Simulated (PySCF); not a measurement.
C2H4BrClSi, SMILES C=C[SiH](Cl)Br.

The structure is a stationary point at PBE-D3(BJ)/def2-SVP. Other conformers were not sampled.

Two levels are set side by side: TDA-PBE/def2-SVPD (PySCF) and TDA-M06-2X/def2-SVPD (PySCF). Vertical, same geometry. The lowest singlet is HOMO−1→LUMO 58 %, HOMO→LUMO 39 % with PBE and HOMO−1→LUMO 54 %, HOMO−3→LUMO 24 % with the other functional; states are paired by order. Differences are taken from unrounded values.

```tsv
quantity	TDA-M06-2X
lowest singlet excitation (eV)	6.36
lowest triplet excitation (TDA) (eV)	4.43
first bright state (f over 0.05) (eV)	7.25
its oscillator strength	0.28
```

Task: What does TDA-PBE give, and how far is it from TDA-M06-2X? (The exact figures need the calculation; the answer reports its results.)

Result: 
| quantity | TDA-PBE | TDA-PBE minus TDA-M06-2X |
|---|---|---|
| lowest singlet excitation (eV) | 5.13 | -1.23 |
| lowest triplet excitation (TDA) (eV) | 4.17 | -0.26 |
| first bright state (f over 0.05) (eV) | 6.67 | -0.58 |
| its oscillator strength | 0.05 | -0.23 |

Functionals without exact exchange tend to place singlet excitations lower, as here. Differences between two approximate levels are no errors against the true value.

Rough cost on one machine, each run with all the roots and properties that it gave: TDA-M06-2X against TDA-PBE about 10 times.
